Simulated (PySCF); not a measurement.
CH5BO3. Atoms are numbered in the order given.

```xyz
10

B      0.0376    -0.5142     0.0000
O      0.8055    -1.6601     0.0000
H      0.2857    -2.4792     0.0000
O     -1.3464    -0.4751     0.0000
H     -1.7701    -1.3483     0.0000
O      0.7281     0.6663     0.0000
C      0.0380     1.9002     0.0000
H     -0.6094     2.0167     0.8971
H      0.7890     2.7154     0.0000
H     -0.6094     2.0167    -0.8971
```
Charge 0, spin multiplicity 1.

Geometry: PBE-D3(BJ)/def2-SVP. Other conformers were not sampled.

These are PBE-D3(BJ)/def2-SVP (PySCF) values and carry that method's errors.

Harmonic, unscaled wavenumbers; measured fundamentals usually lie a few per cent lower.

| mode | ν (cm⁻¹) | IR (km/mol) | moving atoms (share of kinetic energy) |
|---|---|---|---|
| 1 | 25 | 0.6 | H 96 % |
| 2 | 134 | 10.6 | O 62 %, H 20 %, C 15 % |
| 3 | 225 | 7.0 | O 42 %, C 30 %, H 24 % |
| 4 | 304 | 6.6 | H 96 % |
| 5 | 421 | 19.7 | O 65 %, H 20 %, C 9 % |
| 6 | 462 | 194.0 | H 86 %, O 13 % |
| 7 | 511 | 2.4 | O 68 %, H 14 %, B 9 %, C 8 % |
| 8 | 645 | 41.9 | B 81 %, O 18 % |
| 9 | 808 | 1.2 | O 76 %, H 12 %, C 11 % |
| 10 | 907 | 180.4 | H 90 %, O 9 % |
| 11 | 976 | 97.9 | H 58 %, O 36 % |
| 12 | 1115 | 65.5 | O 39 %, C 31 %, H 28 % |
| 13 | 1138 | 0.2 | H 76 %, C 19 % |
| 14 | 1174 | 28.8 | H 57 %, C 22 %, O 18 % |
| 15 | 1379 | 173.0 | H 43 %, B 36 %, O 12 %, C 9 % |
| 16 | 1405 | 400.2 | B 55 %, H 24 %, O 17 % |
| 17 | 1418 | 4.3 | H 97 % |
| 18 | 1424 | 27.8 | H 92 % |
| 19 | 1491 | 279.7 | B 45 %, H 34 %, O 19 % |
| 20 | 2939 | 60.6 | H 97 % |
| 21 | 3012 | 38.1 | H 90 %, C 10 % |
| 22 | 3053 | 28.4 | H 90 %, C 10 % |
| 23 | 3780 | 22.0 | H 94 % |
| 24 | 3795 | 64.9 | H 94 % |
